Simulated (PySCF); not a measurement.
Electron correlation in Sc (scandium, neutral)

[Ar] 3d2 4s1, high-spin 4F determinant (an excited configuration). Computed with PySCF 2.14 in x2c-QZVPPall (11s7p5d3f2g, 96 functions), with scalar relativity by spin-free X2C-1e. Frozen: [Ne]; 11 electrons correlated.

| level | correlation energy (mhartree) |
| --- | --- |
| CCSD | -291.04 |
| (T) | -8.38 |
| CCSD(T) | -299.42 |

Diagnostics: T1 = 0.016, D1 = 0.0597, largest double amplitude 0.036.

Cost of the coupled-cluster step: of the order of 80 core-seconds, for 11 correlated electrons.

This basis was not built for core-valence correlation, so the inner-shell part is incomplete.
